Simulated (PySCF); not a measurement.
# Polarisability and C₆ of Nb (niobium, neutral)

[Kr] 4d4 5s1, high-spin 6D determinant. Computed with PySCF 2.14 in aug-cc-pVTZ-DK (9s8p6d3f2g, 102 functions), with scalar relativity by spin-free X2C-1e. Coupled (time-dependent) response in atomic units; α is the mean over directions.

| method | mean α (bohr³) | α xx, yy, zz | C₆ (like pair) | S(−4) |
| --- | --- | --- | --- | --- |
| MN15 | 104.2 | 103.8, 103.8, 104.9 | 1204 | 6595 |

S(−4) is the Cauchy moment in α(ω) = α(0) + S(−4) ω² + …

Reference α: 98 ± 8 bohr³ (recommended; Schwerdtfeger and Nagle, table of static dipole polarizabilities (2023 update)). Published C₆: 1140 (Gould and Bucko (2016)).

Spin-orbit coupling is absent.

α(iu) at MN15:

```tsv
u (hartree)	α(iu) (bohr³)
0	104.2
0.0500	90.32
0.100	66.34
0.200	36.55
0.300	23.83
0.500	13.40
0.750	8.211
1.00	5.683
1.50	3.254
2.00	2.116
3.00	1.096
5.00	0.4474
```

A single London oscillator, α(iu) = α/(1 + u²/ω²), gives C₆ = (3/4) ω α². Matching the computed C₆ needs ω = 4 × 1204 / (3 × 104.2²) = 0.148 hartree.

The components differ because the open shell of this determinant is not spherical; for a pure term their mean is the scalar polarisability.
